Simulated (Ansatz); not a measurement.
Bi₃Te. Total charge 0; quartet. Geometry PBE-D4/def2-SVP; atoms count from 1.

| atom | x (Å) | y (Å) | z (Å) |
| --- | --- | --- | --- |
| Bi1 | -0.513 | 1.963 | -0.125 |
| Bi2 | 0.295 | -1.567 | 1.260 |
| Bi3 | 1.932 | 0.235 | -0.528 |
| Te4 | -1.715 | -0.631 | -0.608 |

In the def2 sets Bi, Te take a core potential; there is no spin–orbit coupling. At PBE0-D4/def2-TZVP a doublet of charge 0 lies 0.99 eV below the quartet, each at its own geometry. The structure comes from a short search, and lower isomers may exist.

Question: Estimate the Mulliken populations from the PBE0/def2-TZVP orbitals of Ansatz.

Answer: 
```csv
atom,charge (e),spin (α − β)
Bi1,0.11,0.90
Bi2,0.11,0.90
Bi3,-0.01,0.89
Te4,-0.20,0.31
```
Mulliken values depend strongly on the basis.

Question: Where does the spin sit?

Answer: Summed by element: Bi 2.69, Te 0.31, of 3 unpaired in all. Largest on single atoms: Bi1 0.90, Bi2 0.90, Bi3 0.89.

Question: And the Mayer bond orders between heavy atoms (over 0.3)?

Answer: Bi1–Bi3 1.04 (3.02 Å); Bi1–Te4 1.10 (2.90 Å); Bi2–Bi3 1.04 (3.02 Å); Bi2–Te4 1.10 (2.90 Å).
